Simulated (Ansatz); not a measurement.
Cost and result for the atomization energy of CH₄N₂Se (`N=C(N)[SeH]`) (8 atoms, 7 bonds).

The species carries charge 0 and has multiplicity 1. Correlated methods include outer-core shells of Se, which these sets cover unevenly. Scalar relativity is left out up to krypton. All single points use the PBE0-D4/def2-TZVP geometry. It is one conformer, not always the lowest. Program: Ansatz. All runs use 2 threads of an Arm Neoverse V1 on a shared host. Times are those of one run each, without the atoms' runs, and a repeat can differ threefold. Electronic energies, without spin–orbit coupling; frozen cores. CCSD(T)/CBS adds CCSD(T) − MP2 in def2-TZVPP to the MP2 limit, and its time is that of the two runs behind it. T1 = 0.012. With those shells the extrapolation isn't a true limit. HSE06 is the plane-wave form, built on full-range PBE exchange.

CCSD(T)/CBS is a level of theory with its own doubt, some kJ/mol a heavy atom from the limit and from the frozen cores, so smaller differences don't rank the functionals.

| level | functions | wall time | atomization (kcal/mol) | difference from CCSD(T)/CBS | per bond |
| --- | --- | --- | --- | --- | --- |
| LDA (SPW92)/def2-TZVPP | 197 | 1.6 s | 795.2 | 128.9 | 18.4 |
| BLYP-D4/def2-TZVPP | 197 | 2.7 s | 681.6 | 15.3 | 2.2 |
| PBE-D4/def2-TZVPP (with forces) | 197 | 3.4 s | 698.2 | 31.9 | 4.6 |
| HSE06-D4/def2-TZVPP | 197 | 4.5 s | 673.1 | 6.8 | 1.0 |
| CAM-B3LYP-D4/def2-TZVPP | 197 | 4.6 s | 671.7 | 5.4 | 0.8 |
| r2SCAN-D4/def2-TZVPP (with forces) | 197 | 7 s | 667.9 | 1.6 | 0.2 |
| r2SCANh-D4/def2-TZVPP | 197 | 7.5 s | 660.0 | -6.3 | -0.9 |
| CCSD(T)/def2-SVP | 94 | 7.5 s | 613.6 | -52.7 | -7.5 |
| PBE-QIDH/def2-TZVPP | 197 | 8 s | 657.5 | -8.8 | -1.3 |
| ωB97X-V/def2-TZVPP | 197 | 10 s | 670.7 | 4.4 | 0.6 |
| MP2/def2-QZVPP | 380 | 28 s | 669.7 | 3.4 | 0.5 |
| CCSD(T)/def2-TZVPP | 197 | 2.4 min | 641.9 | -24.4 | -3.5 |
| CCSD(T)/CBS(def2) | – | 2.9 min | 666.3 | 0.0 | 0.0 |

The D4 term adds +6.2 kcal/mol with B3LYP and +3.2 kcal/mol with PBE0; it sums over pairs of atoms, weighted by their polarisabilities, and B3LYP, whose exchange is more repulsive, gets the larger term. From BLYP to BHLYP (50 % exact exchange), in def2-TZVPP and without D4, the atomization energy moves by −40.1 kcal/mol: exact exchange takes away binding that semilocal exchange gives to molecules. In def2-TZVPP, CCSD(T) changes the Hartree–Fock value by +226.2 kcal/mol (the triples alone add +16.0 kcal/mol) and MP2 by +239.6 kcal/mol; breaking electron pairs costs correlation energy, which Hartree–Fock lacks.

B3LYP here is the variant with VWN-RPA as its local correlation; programs differ in this.
